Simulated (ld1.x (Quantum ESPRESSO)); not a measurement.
PBE PAW dataset for antimony, scalar-relativistic all-electron reference.

```json
{"Element": "Sb (Z = 51)", "Generator": "ld1.x (Quantum ESPRESSO) 7.5", "Type": "PAW", "Functional": "PBE", "Relativity": "scalar-relativistic", "Frozen core": "[Ar] 3d10 4s2", "Valence charge": "21", "Reference configuration": "4p6 4d10 5s1.75 5p3.25", "Partial waves": "5s (bound): rcut 1.40, rcutus 1.80 bohr; 5s channel at 4.4 Ry: rcut 1.40, rcutus 1.80 bohr; 4p (bound): rcut 1.45, rcutus 1.65 bohr; 5p (bound): rcut 1.45, rcutus 1.65 bohr; 4d (bound): rcut 1.10, rcutus 1.50 bohr; 4d channel at -1.95 Ry: rcut 1.10, rcutus 1.50 bohr", "Local potential": "all-electron potential smoothed inside 1.50 bohr (lloc = -2)", "Core correction": "Bessel-smoothed model core, default radius (core density twice the valence density)", "Augmentation charge": "BESSEL, radius 1.00 bohr"}
```

All-electron outer shells of the reference configuration (PBE, scalar-relativistic, ld1.x):

```csv
shell,level (eV),outermost node (bohr),outermost maximum (bohr)
3d,-516.24,–,0.24
4s,-149.21,0.39,0.73
4p,-102.16,0.39,0.76
4d,-33.86,0.38,0.84
5s,-13.04,0.95,1.90
5p,-4.98,1.04,2.32
```

Results:

- Cutoffs needed: 70 Ry and 110 Ry (the cutoffs (Ry, on a coarse ladder) from which the occupation-weighted sum of valence levels, in a spherical-Bessel basis at the reference potential, stays within 10 and 1 mRy of its value at 400 Ry)
- Ghost test: no extra level below or beside the all-electron valence levels (s, p, d, f tested) (spherical-Bessel basis up to 400 Ry, 20 bohr box)
- Largest excitation error: -92 meV (all-electron minus pseudo) for 4p5 4d10 5s2 5p3, out of 7 test configurations
- Lowest eigenvalue of the overlap operator: 0.67 (s channel)

Generation and tests took about 2 s on one core of a shared server CPU.
